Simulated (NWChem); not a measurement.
System: trimethylsulfonium (C₃H₉S cation); SMILES C[S+](C)C

NWChem input:

```
start job
memory heap 200 mb stack 900 mb global 1100 mb
charge 1
geometry units angstroms noautoz
  C      0.447669    -1.581712     0.291168
  S      0.000000     0.000000    -0.498677
  C      1.145968     1.178549     0.291168
  C     -1.593637     0.403163     0.291168
  H      0.421569    -1.488976     1.379415
  H      1.449480    -1.846951    -0.055381
  H     -0.266587    -2.332632    -0.055234
  H      1.078706     1.109578     1.379415
  H      0.874766     2.178762    -0.055381
  H      2.153412     0.935445    -0.055234
  H     -1.500275     0.379398     1.379415
  H     -1.886825     1.397187    -0.055234
  H     -2.324246    -0.331811    -0.055381
end
basis spherical
  C library def2-svp
  S library def2-svp
  H library def2-svp
end
dft
  xc xpbe96 cpbe96
  iterations 150
end
task dft gradient
```

NWChem printed, in part:

```
             Northwest Computational Chemistry Package (NWChem) 7.3.0
             --------------------------------------------------------

 C3  symmetry detected

                             Geometry "geometry" -> ""
                             -------------------------

 Output coordinates in angstroms (scale by  1.889725989 to convert to a.u.)

  No.       Tag          Charge          X              Y              Z
 ---- ---------------- ---------- -------------- -------------- --------------
    1 C                    6.0000     0.76553161    -1.45471007     0.26631702
    2 S                   16.0000    -0.00000000     0.00000000    -0.52352798
    3 C                    6.0000     0.87705007     1.39032485     0.26631702
    4 C                    6.0000    -1.64258168     0.06438522     0.26631702
    5 H                    1.0000     0.72079222    -1.36938959     1.35456402
    6 H                    1.0000     1.80055378    -1.50672669    -0.08023198
    7 H                    1.0000     0.22227357    -2.33727083    -0.08008498
    8 H                    1.0000     0.82553007     1.30891917     1.35456402
    9 H                    1.0000     0.40458670     2.31268866    -0.08023198
   10 H                    1.0000     1.91299913     1.36112997    -0.08008498
   11 H                    1.0000    -1.54632228     0.06047043     1.35456402
   12 H                    1.0000    -2.13527269     0.97614086    -0.08008498
   13 H                    1.0000    -2.20514048    -0.80596197    -0.08023198

 Effective nuclear repulsion energy (a.u.)     185.8219750457

      Symmetry information
      --------------------

 Group name             C3
 Group number              5
 Group order               3
 No. of unique centers     5

  pbe96 is a nonlocal functional; adding pw91lda local functional.

                                 NWChem DFT Module
                                 -----------------

 Summary of "ao basis" -> "ao basis" (spherical)
 ------------------------------------------------------------------------------
       Tag                 Description            Shells   Functions and Types
 ---------------- ------------------------------  ------  ---------------------
 C                          def2-svp                 6       14   3s2p1d
 S                          def2-svp                 8       18   4s3p1d
 H                          def2-svp                 3        5   2s1p

      Symmetry analysis of basis
      --------------------------

        a          37
        e+         34
        e-         34

  Rotation of axis

            General Information
            -------------------
          SCF calculation type: DFT
          Wavefunction type:  closed shell.
          No. of atoms     :    13
          No. of electrons :    42
           Alpha electrons :    21
            Beta electrons :    21
          Charge           :     1
          Spin multiplicity:     1
          Use of symmetry is: on ; symmetry adaption is: on
          Maximum number of iterations: 150
          AO basis - number of functions:   105
                     number of shells:    53
          Convergence on energy requested:  1.00D-06
          Convergence on density requested:  1.00D-05
          Convergence on gradient requested:  5.00D-04

              XC Information
              --------------
          PerdewBurkeErnzerhof Exchange Functional  1.000
            Perdew 1991 LDA Correlation Functional  1.000 local
           PerdewBurkeErnz. Correlation Functional  1.000 non-local

             Grid Information
             ----------------
          Grid used for XC integration:  medium
          Radial quadrature: Mura-Knowles
          Angular quadrature: Lebedev.
          Tag              B.-S. Rad. Rad. Pts. Rad. Cut. Ang. Pts.
          ---              ---------- --------- --------- ---------
          C                   0.70       49          10.0       434
          S                   1.00       88           8.0       590
          H                   0.35       45          12.0       434
          Grid pruning is: on
          Number of quadrature shells:   272
          Spatial weights used:  Erf1

      Superposition of Atomic Density Guess
      -------------------------------------

 Sum of atomic energies:        -514.71526110

 Renormalizing density from      43.00 to     42

      Non-variational initial energy
      ------------------------------

 Total energy =    -509.310939
 1-e energy   =   -1048.834517
 2-e energy   =     353.701603
 HOMO         =      -0.647231
 LUMO         =      -0.223705

      Symmetry analysis of molecular orbitals - initial
      -------------------------------------------------

  Numbering of irreducible representations:

     1 a           2 e+          3 e-

  Orbital symmetries:

     1 a           2 a           3 e+          4 e+          5 a
     6 e+          7 e+          8 a           9 a          10 e+
    11 e+         12 a          13 a          14 e+         15 e+
    16 e+         17 e+         18 a          19 e+         20 e+
    21 a          22 e+         23 e+         24 a          25 a
    26 a          27 e+         28 e+         29 e+         30 e+
    31 e+

   convergence    iter        energy       DeltaE   RMS-Dens  Diis-err
 ---------------- ----- ----------------- --------- --------- ---------
 d= 0,ls=0.0,diis     1   -517.0497134000 -7.03D+02  1.05D-02  7.67D-01
 d= 0,ls=0.0,diis     2   -517.0716954287 -2.20D-02  6.68D-03  2.11D-01
 d= 0,ls=0.0,diis     3   -517.0906930914 -1.90D-02  2.53D-03  6.62D-02
 d= 0,ls=0.0,diis     4   -517.1004098955 -9.72D-03  2.49D-04  8.97D-04
 d= 0,ls=0.0,diis     5   -517.1005129184 -1.03D-04  8.17D-05  1.29D-04
  Resetting Diis
 d= 0,ls=0.0,diis     6   -517.1005292274 -1.63D-05  1.94D-05  3.74D-06
 d= 0,ls=0.0,diis     7   -517.1005297791 -5.52D-07  6.64D-06  1.31D-07

         Total DFT energy =     -517.100529779146
      One electron energy =    -1067.743583768411
           Coulomb energy =      409.461158976537
    Exchange-Corr. energy =      -44.640080033020
 Nuclear repulsion energy =      185.821975045749

 Numeric. integr. density =       41.999945382338

                  Occupations of the irreducible representations
                  ----------------------------------------------

                     irrep           alpha         beta
                     --------     --------     --------
                     a                 9.0          9.0
                     e+               12.0         12.0
                     e-                0.0          0.0

                       DFT Final Molecular Orbital Analysis
                       ------------------------------------

 Vector   19  Occ=2.000000D+00  E=-5.405554D-01  Symmetry=e+
              MO Center= -3.0D-02, -1.9D-02,  9.0D-02, r^2= 4.1D+00
   Bfn.  Coefficient  Atom+Function         Bfn.  Coefficient  Atom+Function
  ----- ------------  ---------------      ----- ------------  ---------------
    50      0.303146   4 C  px                4      0.239325   1 C  px
    22     -0.218550   2 S  px               36      0.216255   3 C  px
    66      0.216439   6 H  s                96     -0.188687  12 H  s
    86      0.186880  10 H  s                25     -0.164104   2 S  px
     5     -0.138824   1 C  py               53      0.139380   4 C  px

 Vector   20  Occ=2.000000D+00  E=-5.405554D-01  Symmetry=e+
              MO Center=  3.0D-02,  1.9D-02,  9.0D-02, r^2= 4.1D+00
   Bfn.  Coefficient  Atom+Function         Bfn.  Coefficient  Atom+Function
  ----- ------------  ---------------      ----- ------------  ---------------
    37      0.289562   3 C  py                5      0.266492   1 C  py
    23     -0.218550   2 S  py               71     -0.216834   7 H  s
    51      0.202671   4 C  py              101     -0.194377  13 H  s
    81      0.180506   9 H  s                26     -0.164104   2 S  py
    40      0.133074   3 C  py               36      0.125505   3 C  px

 Vector   21  Occ=2.000000D+00  E=-4.793982D-01  Symmetry=a
              MO Center= -2.4D-16,  1.7D-15, -2.7D-01, r^2= 2.8D+00
   Bfn.  Coefficient  Atom+Function         Bfn.  Coefficient  Atom+Function
  ----- ------------  ---------------      ----- ------------  ---------------
    27      0.481180   2 S  pz               24      0.396102   2 S  pz
    17     -0.221456   2 S  s                21      0.217441   2 S  pz
    18     -0.176952   2 S  s                 6     -0.171823   1 C  pz
    38     -0.171823   3 C  pz               52     -0.171823   4 C  pz
    61     -0.157152   5 H  s                76     -0.157152   8 H  s

 Vector   22  Occ=0.000000D+00  E=-2.066822D-01  Symmetry=e+
              MO Center= -2.2D-02,  2.0D-01, -2.4D-01, r^2= 3.1D+00
   Bfn.  Coefficient  Atom+Function         Bfn.  Coefficient  Atom+Function
  ----- ------------  ---------------      ----- ------------  ---------------
    35      0.917332   3 C  s                25     -0.807824   2 S  px
    49     -0.734636   4 C  s                26     -0.644849   2 S  py
    40     -0.368926   3 C  py               53     -0.343271   4 C  px
    77     -0.268517   8 H  s                37     -0.254517   3 C  py
    22     -0.251412   2 S  px               50     -0.232310   4 C  px

 Vector   23  Occ=0.000000D+00  E=-2.066822D-01  Symmetry=e+
              MO Center=  2.2D-02, -2.0D-01, -2.4D-01, r^2= 3.1D+00
   Bfn.  Coefficient  Atom+Function         Bfn.  Coefficient  Atom+Function
  ----- ------------  ---------------      ----- ------------  ---------------
     3      0.953764   1 C  s                26      0.807824   2 S  py
    25     -0.644849   2 S  px               49     -0.635102   4 C  s
     8      0.398228   1 C  py               35     -0.318662   3 C  s
    53     -0.298339   4 C  px               62     -0.279157   5 H  s
     5      0.272306   1 C  py               23      0.251412   2 S  py

 Vector   24  Occ=0.000000D+00  E=-1.769338D-01  Symmetry=a
              MO Center=  1.0D-14, -1.5D-14,  2.8D-01, r^2= 3.8D+00
   Bfn.  Coefficient  Atom+Function         Bfn.  Coefficient  Atom+Function
  ----- ------------  ---------------      ----- ------------  ---------------
    18      1.300837   2 S  s                27      0.699417   2 S  pz
    53     -0.519268   4 C  px               17      0.477205   2 S  s
     8     -0.459860   1 C  py               40      0.439539   3 C  py
     9      0.324745   1 C  pz               41      0.324745   3 C  pz
    55      0.324745   4 C  pz               16     -0.299185   2 S  s

     Multipole analysis of the density
     ---------------------------------

     L   x y z        total         alpha         beta         nuclear
     -   - - -        -----         -----         ----         -------
     0   0 0 0      1.000000    -21.000000    -21.000000     43.000000

     1   1 0 0     -0.000000     -0.000000     -0.000000      0.000000
     1   0 1 0      0.000000      0.000000      0.000000      0.000000
     1   0 0 1      0.382593      0.191297      0.191297      0.000000

     2   2 0 0    -17.038738    -87.884173    -87.884173    158.729608
     2   1 1 0      0.000000      0.000000      0.000000      0.000000
     2   1 0 1      0.000000      0.000000      0.000000      0.000000
     2   0 2 0    -17.038738    -87.884173    -87.884173    158.729608
     2   0 1 1     -0.000000     -0.000000     -0.000000      0.000000
     2   0 0 2    -22.799962    -31.406929    -31.406929     40.013896

            General Information
            -------------------
          SCF calculation type: DFT
          Wavefunction type:  closed shell.
          No. of atoms     :    13
          No. of electrons :    42
           Alpha electrons :    21
            Beta electrons :    21
          Charge           :     1
          Spin multiplicity:     1
          Use of symmetry is: on ; symmetry adaption is: on
          Maximum number of iterations: 150
          AO basis - number of functions:   105
                     number of shells:    53
          Convergence on energy requested:  1.00D-06
          Convergence on density requested:  1.00D-05
          Convergence on gradient requested:  5.00D-04

              XC Information
              --------------
          PerdewBurkeErnzerhof Exchange Functional  1.000
            Perdew 1991 LDA Correlation Functional  1.000 local
           PerdewBurkeErnz. Correlation Functional  1.000 non-local

             Grid Information
             ----------------
          Grid used for XC integration:  medium
          Radial quadrature: Mura-Knowles
          Angular quadrature: Lebedev.
          Tag              B.-S. Rad. Rad. Pts. Rad. Cut. Ang. Pts.
          ---              ---------- --------- --------- ---------
          C                   0.70       49          10.0       434
          S                   1.00       88           8.0       590
          H                   0.35       45          12.0       434
          Grid pruning is: on
          Number of quadrature shells:   272
          Spatial weights used:  Erf1

          Convergence Information
          -----------------------
          Convergence aids based upon iterative change in
          total energy or number of iterations.
          Levelshifting, if invoked, occurs when the
          HOMO/LUMO gap drops below (HL_TOL):  1.00D-02
          DIIS, if invoked, will attempt to extrapolate
          using up to (NFOCK): 10 stored Fock matrices.

                    Damping( 0%)  Levelshifting(0.5)       DIIS
                  --------------- ------------------- ---------------
          dE  on:    start            ASAP                start
          dE off:    2 iters        150 iters           150 iters

                            NWChem DFT Gradient Module
                            --------------------------

  charge          =   1.00
  wavefunction    = closed shell

  Rotation of axis
  Using symmetry

                         DFT ENERGY GRADIENTS

    atom               coordinates                        gradient
                 x          y          z           x          y          z
   1 C       1.446645  -2.749003   0.503266    0.004454  -0.008536   0.003060
   2 S      -0.000000   0.000000  -0.989324    0.000000   0.000000  -0.003549
   3 C       1.657384   2.627333   0.503266    0.005166   0.008125   0.003060
   4 C      -3.104029   0.121670   0.503266   -0.009620   0.000411   0.003060
   5 H       1.362100  -2.587771   2.559755    0.000657  -0.001238  -0.009351
   6 H       3.402553  -2.847301  -0.151616   -0.008683  -0.000222   0.003735
   7 H       0.420036  -4.416801  -0.151339    0.005087   0.007056   0.003739
   8 H       1.560026   2.473499   2.559755    0.000744   0.001188  -0.009351
   9 H       0.764558   4.370348  -0.151616    0.004534  -0.007409   0.003735
  10 H       3.615044   2.572163  -0.151339   -0.008654   0.000877   0.003739
  11 H      -2.922125   0.114273   2.559755   -0.001400   0.000050  -0.009351
  12 H      -4.035080   1.844639  -0.151339    0.003567  -0.007933   0.003739
  13 H      -4.167111  -1.523047  -0.151616    0.004150   0.007631   0.003735
```

Level: PBE/def2-SVP. Geometry: optimised at B3LYP/6-31G* (spherical d).
